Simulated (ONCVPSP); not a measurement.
Cutoff test, S, ONCV

ONCVPSP 4.0.1 input, shortened (lines: element, Z, core and valence counts, functional; n l f; lmax; l rc ep ncon nbas qcut; lloc lpopt rc5 dvloc0; l nproj debl; icmod fcfact rcfact), BLYP, non-relativistic:

```
  S 16.00    1    4  -106131      upf
    1    0    2.00
    2    0    2.00
    2    1    6.00
    3    0    1.75
    3    1    4.25
    1
    0    0.80    0.00    4    7   13.00
    1    0.95    0.00    3    8   16.80
    4    5    0.60    0.00
    0    3    1.20
    1    2    1.30
    3    4.00    1.60
```

For each optimised wave give the share of its norm inside rc, the residual kinetic energy above qcut (Ha) and the cutoffs (Ha) for errors of 10, 1, 0.1 and 0.01 mHa per electron.

```tsv
wave	norm inside rc	residual KE	10 mHa	1 mHa	0.1 mHa	0.01 mHa
2s	0.925	1.8e-05	32.7	41.0	67.8	121.8
3s	0.054	3.4e-05	26.1	35.9	74.3	139.1
s projector 3	0.021	1.6e-05	22.8	32.5	67.0	89.2
2p	0.970	2.5e-07	86.4	102.7	115.8	125.9
3p	0.062	2.7e-07	74.0	94.8	111.4	124.1
```

The occupied waves need 103 Ha and 116 Ha for 1 and 0.1 mHa. Note: ghosts flagged at negative energy: s at -1888.8 eV; GHOST(+) flags only above 600 eV. A true bound ghost makes a file unfit for plane-wave use. Its largest configuration-test error is +1219 meV.
